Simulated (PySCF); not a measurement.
C2H7O, charge +1, singlet, geometry from GFN2-xTB. Base run: MP2/6-311G** run with PySCF.

Input for PySCF:
```python
from pyscf import gto, scf, mp

mol = gto.Mole()
mol.atom = '''
    C     1.229002   -0.376044   -0.006615
    C     0.082470    0.601032   -0.001554
    O    -1.187187   -0.179769   -0.072140
    H    -1.974657    0.385114    0.075086
    H     0.076743    1.220246    0.897416
    H     0.082282    1.229470   -0.893188
    H     2.164696    0.175836   -0.029370
    H     1.232477   -0.994834    0.888186
    H     1.195690   -1.010221   -0.888520
    H    -1.148565   -0.917390    0.576526
'''
mol.basis = '6-311g**'
mol.charge = 1
mol.spin = 0
mol.verbose = 4
mol.build()

mf = scf.RHF(mol)
mf.kernel()

pt = mp.MP2(mf)
pt.kernel()
print('E(MP2) = %.10f' % pt.e_tot)
mf.analyze()
```

Variants of this job, named by their change:

| change | ΔE vs base (kcal/mol) | MP2 correlation (Eh) | basis functions | core-seconds (rough) |
|---|---|---|---|---|
| base | 0.000 | -0.56542 | 96 | 2 |
| method = ccsd(t) | -33.98 | -0.56542 | 96 | 30 |
| frozen = 3 | 35.61 | -0.50867 | 96 | 2 |
| method = cisd | 19.45 | - | 96 | 10 |
| density fitting = JK and correlation | 0.69 | -0.56433 | 96 | 0.6 |
| cart = on | -6.05 | -0.57480 | 99 | 2 |
| method = ccsd | -24.08 | -0.56542 | 96 | 10 |
| frozen = 4 | 76.4 | -0.44369 | 96 | 2 |
| frozen = 2 | 23.74 | -0.52758 | 96 | 2 |
